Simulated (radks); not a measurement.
Trend from Rb4+ to Xe4+: ionisation energy by Delta-SCF between NIST ground configurations, and size. All-electron calculation, scalar-relativistic Kohn-Sham, r2SCAN, spin-polarised, spherical densities, finite nucleus; open shells are filled with parallel spins first (spin-orbit coupling, left out, can overturn this in heavy ions); meta-GGA in the generalised Kohn-Sham scheme; Fermi nuclear charge, rms radius of each element as measured or else 0.836 A^(1/3) + 0.57 fm. Program: a radial shooting solver on a logarithmic mesh with Libxc functionals.

species      configuration  configuration of the ion  IE (eV)  NIST (eV)       kind  outermost  <r> outermost (bohr)  r at 0.001 e/bohr^3 (bohr)
Rb4+     [Ar] 3d10 4s2 4p3         [Ar] 3d10 4s2 4p2   69.818       68.4     theory         4p                  1.51                        3.01
Sr4+     [Ar] 3d10 4s2 4p4         [Ar] 3d10 4s2 4p3   69.876         71  semi-emp.         4p                  1.45                        2.98
Zr4+                  [Kr]         [Ar] 3d10 4s2 4p5   81.263      80.35  semi-emp.         4p                  1.31                        2.88
Nb4+              [Kr] 4d1                      [Kr]   49.970     50.573       exp.         4d                  1.60                        2.98
Mo4+              [Kr] 4d2                  [Kr] 4d1   53.938      54.42  semi-emp.         4d                  1.51                        3.01
Tc4+              [Kr] 4d3                  [Kr] 4d2   57.679         57     theory         4d                  1.43                        3.00
Ru4+              [Kr] 4d4                  [Kr] 4d3   61.291         59     theory         4d                  1.36                        2.97
Rh4+              [Kr] 4d5                  [Kr] 4d4   64.810         63     theory         4d                  1.29                        2.93
Pd4+              [Kr] 4d6                  [Kr] 4d5   62.172         61     theory         4d                  1.25                        2.91
Ag4+              [Kr] 4d7                  [Kr] 4d6   66.208         65     theory         4d                  1.20                        2.87
Cd4+              [Kr] 4d8                  [Kr] 4d7   70.016         68     theory         4d                  1.15                        2.83
In4+              [Kr] 4d9                  [Kr] 4d8   73.699         69  semi-emp.         4d                  1.11                        2.79
Sn4+             [Kr] 4d10                  [Kr] 4d9   77.290      77.03       exp.         4d                  1.07                        2.75
Sb4+         [Kr] 4d10 5s1                 [Kr] 4d10   55.155       55.0  semi-emp.         5s                  1.95                        3.13
Te4+         [Kr] 4d10 5s2             [Kr] 4d10 5s1   58.168         59       exp.         5s                  1.87                        3.24
I4+      [Kr] 4d10 5s2 5p1             [Kr] 4d10 5s2   50.192      51.52       exp.         5p                  2.03                        3.38
Xe4+     [Kr] 4d10 5s2 5p2         [Kr] 4d10 5s2 5p1   54.485       54.1  semi-emp.         5p                  1.93                        3.41

Reference values: NIST Atomic Spectra Database (exp. = measured, semi-emp. = semi-empirical, theory = theoretical value adopted there). Open shells are spherical and high-spin; term and fine-structure splittings are not resolved. Spin-orbit splitting is averaged out at the scalar-relativistic level.
